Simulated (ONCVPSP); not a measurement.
**An odd input for ONCVPSP 4.0.1 (argon (Ar))**

Command:

```bash
oncvpsp.x < Ar.dat > Ar.out
```

Input:

```
# ATOM AND REFERENCE CONFIGURATION
# atsym  z   nc   nv     iexc    psfile
  Ar 18.00    1    4  -116133      upf
#
#   n    l    f
    1    0    2.00
    2    0    2.00
    2    1    6.00
    3    0    2.00
    3    1    6.00
#
# PSEUDOPOTENTIAL AND OPTIMIZATION
# lmax
    2
#
#   l,   rc,      ep,       ncon, nbas, qcut
    0    0.80    0.00    4    9   15.10
    1    0.65    0.00    4    7   22.80
    2    0.90    0.07    5    8    1.00
#
# LOCAL POTENTIAL
# lloc, lpopt,  rc(5),   dvloc0
    4    5    0.55    4.00
#
# VANDERBILT-KLEINMAN-BYLANDER PROJECTORs
# l, nproj, debl
    0    2    2.70
    1    2    0.80
    2    2    3.60
#
# MODEL CORE CHARGE
# icmod, fcfact, rcfact
    0    0.00    0.00
#
# LOG DERIVATIVE ANALYSIS
# epsh1, epsh2, depsh
  -12.00    5.00    0.04
#
# OUTPUT GRID
# rlmax, drl
    6.00    0.01
#
# TEST CONFIGURATIONS
# ncnf
    4
# nvcnf
#   n    l    f
    4
    2    0    2.00
    2    1    6.00
    3    0    2.00
    3    1    5.00
#
    4
    2    0    2.00
    2    1    6.00
    3    0    2.00
    3    1    4.00
#
    4
    2    0    2.00
    2    1    6.00
    3    0    2.00
    3    1    3.00
#
    4
    2    0    2.00
    2    1    6.00
    3    0    2.00
    3    1    5.50
#
```

This is an input that runs to its end, with one change: qcut of l = 2 set to 1.00.

Q: How does the run end?

A: The program runs through. Ghost flags: GHOST(+) d at 3621.8 eV; the largest excitation error among the 4 tests with output is 13.2 meV, as for the unchanged input.

```

   n   l     f        eae           eps        diff
   1   0  2.0000 -115.62894521
   2   0  2.0000  -11.99620292  -11.99642348   -2.21D-04
   2   1  6.0000   -9.54535908   -9.54263136    2.73D-03
   3   0  2.0000   -1.85370731   -1.85370826   -9.44D-07
   3   1  4.0000   -1.29957750   -1.29927279    3.05D-04

    Total energies and differences
      AE_ref= -5.28483988D+02  AE_tst= -5.26844317D+02  dif=  1.64D+00
      PS_ref= -2.12986615D+02  PS_tst= -2.11347139D+02  dif=  1.64D+00
      PSP excitation error=  1.95D-04

Test configuration 3

   n   l     f        eae           eps        diff
   1   0  2.0000 -116.32505242
   2   0  2.0000  -12.66047011  -12.66104923   -5.79D-04
   2   1  6.0000  -10.21329902  -10.20803103    5.27D-03
   3   0  2.0000   -2.40605023   -2.40606802   -1.78D-05
   3   1  3.0000   -1.83290382   -1.83234536    5.58D-04

    Total energies and differences
      AE_ref= -5.28483988D+02  AE_tst= -5.25281665D+02  dif=  3.20D+00
      PS_ref= -2.12986615D+02  PS_tst= -2.09784777D+02  dif=  3.20D+00
      PSP excitation error=  4.85D-04

Test configuration 4

   n   l     f        eae           eps        diff
   1   0  2.0000 -114.74371638
   2   0  2.0000  -11.13826168  -11.13825690    4.79D-06
   2   1  6.0000   -8.68420463   -8.68383912    3.66D-04
   3   0  2.0000   -1.10965630   -1.10962930    2.70D-05
   3   1  5.5000   -0.58607207   -0.58595070    1.21D-04

    Total energies and differences
      AE_ref= -5.28483988D+02  AE_tst= -5.28244146D+02  dif=  2.40D-01
      PS_ref= -2.12986615D+02  PS_tst= -2.12746800D+02  dif=  2.40D-01
      PSP excitation error=  2.63D-05
```
